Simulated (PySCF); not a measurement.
**Radial density of Br (bromine, neutral)**

UHF, [Ar] 3d10 4s2 4p5, 2P determinant. Computed with PySCF 2.14 in pcseg-2, with the non-relativistic Hamiltonian (point nucleus).

```json
{"r (bohr)": "0.000838", "4πr²ρ (e/bohr)": "0.2465", "4πr²(ρα − ρβ)": "0.0000"}
{"r (bohr)": "0.00141", "4πr²ρ (e/bohr)": "0.6703", "4πr²(ρα − ρβ)": "0.0000"}
{"r (bohr)": "0.00237", "4πr²ρ (e/bohr)": "1.772", "4πr²(ρα − ρβ)": "0.0000"}
{"r (bohr)": "0.00399", "4πr²ρ (e/bohr)": "4.479", "4πr²(ρα − ρβ)": "0.0000"}
{"r (bohr)": "0.00671", "4πr²ρ (e/bohr)": "10.47", "4πr²(ρα − ρβ)": "0.0000"}
{"r (bohr)": "0.0113", "4πr²ρ (e/bohr)": "21.54", "4πr²(ρα − ρβ)": "0.0001"}
{"r (bohr)": "0.0190", "4πr²ρ (e/bohr)": "35.81", "4πr²(ρα − ρβ)": "0.0011"}
{"r (bohr)": "0.0319", "4πr²ρ (e/bohr)": "42.82", "4πr²(ρα − ρβ)": "0.0059"}
{"r (bohr)": "0.0537", "4πr²ρ (e/bohr)": "36.51", "4πr²(ρα − ρβ)": "0.0216"}
{"r (bohr)": "0.0904", "4πr²ρ (e/bohr)": "41.31", "4πr²(ρα − ρβ)": "0.0430"}
{"r (bohr)": "0.152", "4πr²ρ (e/bohr)": "50.16", "4πr²(ρα − ρβ)": "0.0163"}
{"r (bohr)": "0.256", "4πr²ρ (e/bohr)": "29.69", "4πr²(ρα − ρβ)": "0.0100"}
{"r (bohr)": "0.430", "4πr²ρ (e/bohr)": "34.88", "4πr²(ρα − ρβ)": "0.0989"}
{"r (bohr)": "0.723", "4πr²ρ (e/bohr)": "18.74", "4πr²(ρα − ρβ)": "-0.0030"}
{"r (bohr)": "1.22", "4πr²ρ (e/bohr)": "5.084", "4πr²(ρα − ρβ)": "0.4012"}
{"r (bohr)": "2.05", "4πr²ρ (e/bohr)": "3.435", "4πr²(ρα − ρβ)": "0.5181"}
{"r (bohr)": "3.44", "4πr²ρ (e/bohr)": "0.6185", "4πr²(ρα − ρβ)": "0.0895"}
{"r (bohr)": "5.79", "4πr²ρ (e/bohr)": "0.01899", "4πr²(ρα − ρβ)": "0.0019"}
```

Question: Where is the radial spin density 4πr²(ρα − ρβ) most negative, and why is it negative at all?

Answer: Around r = 0.723 bohr, down to -0.0030 e/bohr: exchange with the open shell polarises the paired shells in an unrestricted calculation.
